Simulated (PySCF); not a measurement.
These compounds are isomers of formula C₅H₉NO.

A. SMILES C(CC(C=C)=O)N
B. `CC/C=C/C(N)=O`
C. tert-Butyl isocyanate (SMILES C(C)(C)(C)N=C=O)

Spectrum 1. $^{1}$H NMR (400 MHz, computed): δ 7.33 (m, 1H), 5.59 (d, 1H), 4.67 (br, 1H), 4.46 (br, 1H), 2.26 (m, 2H), 1.13 (t, 3H). $^{13}$C{$^{1}$H} NMR (computed): δ 165.9 (C), 159.6 (CH), 126.4 (CH), 32.0 (CH2), 16.4 (CH3).

Spectrum 2. $^{1}$H NMR (400 MHz, computed): δ 1.36 (s, 9H). $^{13}$C{$^{1}$H} NMR (computed): δ 122.8 (C), 52.1 (C), 34.3 (CH3).

Spectrum 3. $^{1}$H NMR (400 MHz, computed): δ 6.94 (m, 1H), 6.58 (m, 1H), 5.98 (m, 1H), 3.13 (t, 2H), 2.42 (t, 2H), 0.26 (br s, 2H). $^{13}$C{$^{1}$H} NMR (computed): δ 201.5 (C), 140.6 (CH), 137.0 (CH2), 58.1 (CH2), 43.0 (CH2).

How the numbers were obtained: GFN2-xTB geometry, shieldings: GIAO PBE0/pcSseg-1, in PySCF 2.14 (single conformer, non-relativistic Hamiltonian, gas phase, fast rotation and ring inversion assumed for equivalent nuclei).

δ = σ(ref) − σ, references computed at the same level: TMS for $^{1}$H (σ = 31.72 ppm), $^{13}$C (σ = 186.93 ppm). Where no couplings were computed, multiplicities follow the n + 1 count of equivalent neighbours, and m marks all less simple cases (inequivalent or close neighbours, rings, F or P nearby). Acid and N–H amide carbonyl carbons lie up to 10 ppm further downfield in solution (hydrogen bonding). Shifts are as computed. Against solution values, carbons near 30 ppm lie about +3 ppm off and those near 130 ppm about +5 ppm. Of 1211 compounds with measured shifts, 218 miss one by over three times the rms of a fit or turn the order of signals round; such compounds aren't used in these exercises. Groups on amide-type nitrogens are kept apart (slow C–N rotation). OH and NH positions are gas-phase values without hydrogen bonding to other molecules.

Task: Match each spectrum to its structure.

Result: 1–B, 2–C, 3–A.

- Spectrum 1 (B): 5 $^{13}$C signals; δC 165.9 is an amide carbonyl carbon; δC 159.6 is a β carbon of a C=C–C=O unit.
- Spectrum 2 (C): 3 $^{13}$C signals; δC 52.1 is a fully substituted sp3 carbon bonded to N; δC 34.3 is a methyl carbon.
- Spectrum 3 (A): 5 $^{13}$C signals; δC 201.5 is a ketone carbonyl carbon; δC 140.6 is an α carbon of a C=C–C=O unit.
